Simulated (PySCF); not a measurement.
## Electronic absorption of C6H5OPS

Species: C6H5OPS.
Cartesian coordinates in Å at the GFN2-xTB level; atoms count from 1:
```
atom  x, y, z in Å
C1     4.4539   -0.2046   -0.3317
C2     3.2558   -0.2501   -0.2230
C3     1.8667   -0.3003   -0.0989
P4     1.0083   -1.5629    0.6966
C5    -0.5650   -0.8336    0.3796
C6    -0.5933    0.3395   -0.3030
O7    -1.6514    1.0936   -0.6701
C8    -2.9329    0.6302   -0.3097
S9     0.9310    1.0020   -0.7936
H10    5.4985   -0.1775   -0.4189
H11   -1.4631   -1.3189    0.7242
H12   -3.0347    0.5555    0.7772
H13   -3.1425   -0.3437   -0.7623
H14   -3.6320    1.3703   -0.6935
```

Method: PySCF 2.14.0, density-fitted response routines, TDDFT CAM-B3LYP/def2-SVPD, vertical, gas phase, core orbitals frozen in the response.

| state | E (eV) | λ (nm) | f | symmetry | main configurations (H = HOMO, L = LUMO) |
| --- | --- | --- | --- | --- | --- |
| S1 | 3.95 | 314.1 | 0.227 | A′ | H→L (94%) |
| S2 | 4.80 | 258.1 | 0.0031 | A″ | H-2→L (95%) |
| S3 | 4.88 | 254.0 | 0.0001 | – | H→L+1 (77%), H→L+2 (9%) |
| S4 | 4.96 | 249.8 | 0.082 | A′ | H-1→L (86%), H→L+3 (9%) |
| S5 | 5.39 | 230.1 | 0.0050 | A″ | H-3→L (73%), H→L+5 (10%), H→L+4 (8%) |
| S6 | 5.54 | 223.9 | 0.0006 | – | H→L+5 (36%), H→L+4 (26%), H-3→L (23%) |
| S7 | 5.98 | 207.5 | 0.0020 | A″ | H→L+2 (47%), H-1→L+1 (18%), H→L+4 (10%) |
| S8 | 5.99 | 207.0 | 0.0006 | – | H-1→L+1 (53%), H→L+2 (13%) |

Triplets (Tamm–Dancoff): T1 2.29 eV, H→L (94%); T2 3.95 eV, H-1→L (94%); T3 4.20 eV, H-2→L (79%), H-3→L (15%).

The lowest singlet comes at 314 nm (381 kJ/mol) in the ultraviolet; it is strong; its leading configuration is HOMO→LUMO (94%). The lowest level is also the most intense of those listed (f = 0.227). Löwdin shares by element: HOMO carbon 48% or more, phosphorus 18% (atoms not listed hold the other 35%); LUMO phosphorus 31%, carbon 28% or more, sulfur 15% (atoms not listed hold the other 26%). Weighted by f, the mean energy of these states is 4.26 eV. The oscillator strengths of these states sum to 0.321; summed over the whole spectrum of an exact calculation they would give the number of electrons, 80 (Thomas–Reiche–Kuhn). Orbital energies (eV): HOMO-3 -9.77, HOMO-2 -9.21, HOMO-1 -8.72, HOMO -7.36, LUMO -0.90, LUMO+1 0.79, LUMO+2 1.13. Symmetry labels in Cs follow from the direction of the transition dipole and are given only for states with f of 0.002 or more. Only the lowest 8 singlets were computed, as vertical energies without vibronic structure.

One conformer stands for the species.
